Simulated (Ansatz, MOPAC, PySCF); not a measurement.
Lewis adduct: BH3 (SMILES B) (first 4 atoms) with CHN (SMILES C#N); geometry from B3LYP-D3(BJ)/def2-TZVP, rigid monomers moved along the line of their centres of mass till B1···N6 is 2.78 Å.
(charge 0, multiplicity 1):
```xyz
7

B     -0.09690     0.04824     0.76958
H      0.66587     0.92707     0.45073
H      0.20389    -1.03113     0.32201
H     -1.25567     0.33333     0.59125
C      0.29443    -0.29934     4.65153
N      0.18046    -0.19811     3.52090
H      0.40088    -0.39388     5.70756
```

Monomers are frozen at their geometry in the pair; levels with a basis set take the counterpoise correction. Rows marked so take none.

Rows in 6-31G* carry no dispersion term and start afresh at each structure (6-31G* with six Cartesian d functions). The state that AM1 reach isn't checked.

Programs: Ansatz (a program for electronic structure); MOPAC for AM1 (differences of heats of formation); PySCF for 6-31G* rows, the dispersion terms. 

### Question
One of these levels gives -2.19 kcal/mol for the interaction energy. Name it.
A. PBE-D3(BJ)/def2-TZVPPD
B. AM1
C. B3LYP-D4/def2-TZVPPD
D. HF/6-31G* (no counterpoise)

### Answer
B, AM1. The others give -6.12 (HF/6-31G* (no counterpoise)), -7.67 (PBE-D3(BJ)/def2-TZVPPD), -7.07 (B3LYP-D4/def2-TZVPPD)
